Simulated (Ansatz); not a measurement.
`C#[C][SnH2][F]` + H–F → `[F][SnH2][F]` + `C#C` at 600 K and 1 bar (ligand exchange at the Sn–C bond).

Gas-phase electronic energies from Ansatz, PBE0-D4/def2-TZVP geometries. CBS: MP2 limit from def2 TZ/QZ plus the TZ coupled-cluster correction, frozen cores. This one scheme is used for every species. Elements past krypton have def2 core potentials. For Sn outer-core shells are correlated without core-valence functions, which leaves a few kJ/mol of doubt a bond.

```tsv
species	CCSD(T)/CBS energy (Eh)	H − E (kJ/mol)	S (J/(mol·K))
`C#[C][SnH2][F]`	-391.67763	140.1	402.2
H–F	-100.39570	42.3	194.0
`[F][SnH2][F]`	-414.86106	84.2	346.6
`C#C`	-77.22717	96.2	235.4
```

H − E and S are ideal-gas, rigid-rotor, harmonic terms from PBE0-D4/def2-TZVP. 1 Eh = 2625.50 kJ/mol, R = 8.31446 J/(mol·K).

Question: By hand: ΔE, ΔH, ΔS and ΔG.

Answer: ΔE = (-414.86106) + (-77.22717) − (-391.67763) − (-100.39570) = -0.01490 Eh = -39.1 kJ/mol. Δ(H − E) = 84.2 + 96.2 − 140.1 − 42.3 = -2.0, so ΔH = -41.1 kJ/mol. ΔS = 346.6 + 235.4 − 402.2 − 194.0 = -14.2 J/(mol·K). ΔG = -41.1 − 600 × (-14.2)/1000 = -32.6 kJ/mol.

Question: By hand: the equilibrium constant, and the temperature at which ΔG would vanish if ΔH and ΔS stayed fixed.

Answer: log₁₀ K = −ΔG/(RT ln 10) = 2.8. ΔG = 0 at ΔH/ΔS = 2894 K, far beyond where these terms or the molecules hold.

The number of gas molecules stays the same, so ΔS is small and ΔH decides. A doubt of 5 kJ/mol in ΔE shifts log₁₀ K by 0.4 here. These are equilibria of isolated gas molecules and say nothing of rates. Largest T1 diagnostic: 0.014 (customary marks: 0.02 for closed shells, 0.045 for open ones).
